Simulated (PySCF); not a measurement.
C4H5NSi. Atoms are numbered in the order given.

```xyz
11

N     -0.1512    -3.0188     0.0000
C     -0.0020    -1.8655     0.0000
C      0.1238    -0.4532     0.0000
C      1.2536     0.3035     0.0000
C      0.8441     1.7660     0.0000
Si    -0.9538     1.0975     0.0000
H      2.2870    -0.0693     0.0000
H      1.1787     2.3226    -0.8915
H      1.1787     2.3226     0.8915
H     -1.7754     1.3432    -1.2175
H     -1.7754     1.3432     1.2175
```
Charge 0, spin multiplicity 1.

The structure is a stationary point at B3LYP-D3(BJ)/def2-SVP. The structure was generated by enumeration, and PubChem lists no compound with its InChIKey, so it may never have been made.

All values below come from PySCF with TDA-PBE/def2-SVPD.

Vertical excitations. The molecule is in vacuum. State labels are in the subgroup Cs.

```
state  symmetry  energy (eV)  λ (nm)      f                              main pairs
-----  --------  -----------  ------  -----  --------------------------------------
S1           A"         5.02     247  0.001                        HOMO−1→LUMO 99 %
S2           A"         5.28     235  0.000                        HOMO−2→LUMO 99 %
S3           A"         5.81     214  0.001                        HOMO→LUMO+1 99 %
S4           A'         5.82     213  0.160      HOMO→LUMO 69 %, HOMO−1→LUMO+1 16 %
S5           A"         6.00     207  0.006                        HOMO−3→LUMO 98 %
S6           A'         6.20     200  0.010                        HOMO−4→LUMO 91 %
S7           A"         6.46     192  0.000                        HOMO→LUMO+2 98 %
S8           A'         6.55     189  0.076  HOMO−1→LUMO+1 63 %, HOMO−1→LUMO+2 13 %
S9           A"         6.69     185  0.000                        HOMO−5→LUMO 91 %
S10          A"         6.75     184  0.004                        HOMO→LUMO+3 95 %
T1           A'         3.58     346      0                          HOMO→LUMO 98 %
T2           A"         4.66     266      0                        HOMO−1→LUMO 98 %
T3           A"         5.14     241      0                        HOMO−2→LUMO 99 %
T4           A"         5.48     226      0                        HOMO−3→LUMO 98 %
```
Triplets are in the Tamm–Dancoff approximation.
